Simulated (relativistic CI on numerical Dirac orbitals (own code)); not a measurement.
**Slater and spin-orbit integrals, In33+**

Method of calculation: Dirac-Coulomb-Breit CI, KLI orbitals optimised for each configuration, model QED (radiative potential, 1s self-energy scaled to tabulated hydrogen-like ionisation energies), unscaled Slater integrals (own radial code, finite nucleus).

Slater integrals F^k, G^k are unscaled and averaged over j, outside the closed core [Ne]; ζ comes from projecting the Hamiltonian with its Breit term on Σ l·s of the shell.

- 3s2 3p4: F^2(3p,3p) = 325680, ζ(3p) = 268970 cm⁻¹; <r>(3p) = 0.304, <r^2>(3p) = 0.1066 (bohr units).
- 3s 3p5: G^1(3s,3p) = 411200, ζ(3p) = 268840 cm⁻¹; <r>(3s) = 0.3132, <r^2>(3s) = 0.1116, <r>(3p) = 0.3043, <r^2>(3p) = 0.1068 (bohr units).
- 3s2 3p3 3d: F^2(3p,3p) = 325330, ζ(3p) = 268590, F^2(3p,3d) = 326960, G^1(3p,3d) = 345430, G^3(3p,3d) = 232040, ζ(3d) = 34914 cm⁻¹; <r>(3p) = 0.3044, <r^2>(3p) = 0.1069, <r>(3d) = 0.2699, <r^2>(3d) = 0.08418 (bohr units).

Averages of the first 10 configurations, taken without configuration mixing, which lowers the lowest level and can move excited configurations by several eV; other configurations of the list can lie among them:

```json
{"Configuration": "3s2 3p4", "Parity": "even", "States": "15", "Average energy above the lowest level (eV)": "42.5"}
{"Configuration": "3s 3p5", "Parity": "odd", "States": "12", "Average energy above the lowest level (eV)": "185.8"}
{"Configuration": "3s2 3p3 3d", "Parity": "odd", "States": "200", "Average energy above the lowest level (eV)": "208.4"}
{"Configuration": "3p6", "Parity": "even", "States": "1", "Average energy above the lowest level (eV)": "343.1"}
{"Configuration": "3s 3p4 3d", "Parity": "even", "States": "300", "Average energy above the lowest level (eV)": "345.6"}
{"Configuration": "3p5 3d", "Parity": "odd", "States": "60", "Average energy above the lowest level (eV)": "496.9"}
{"Configuration": "3s 3p3 3d2", "Parity": "odd", "States": "1800", "Average energy above the lowest level (eV)": "510.8"}
{"Configuration": "3s2 3p2 3d 4p", "Parity": "odd", "States": "900", "Average energy above the lowest level (eV)": "1213.7"}
{"Configuration": "3p5 4s", "Parity": "odd", "States": "12", "Average energy above the lowest level (eV)": "1285.0"}
{"Configuration": "3s 3p3 3d 4s", "Parity": "odd", "States": "800", "Average energy above the lowest level (eV)": "1290.9"}
```
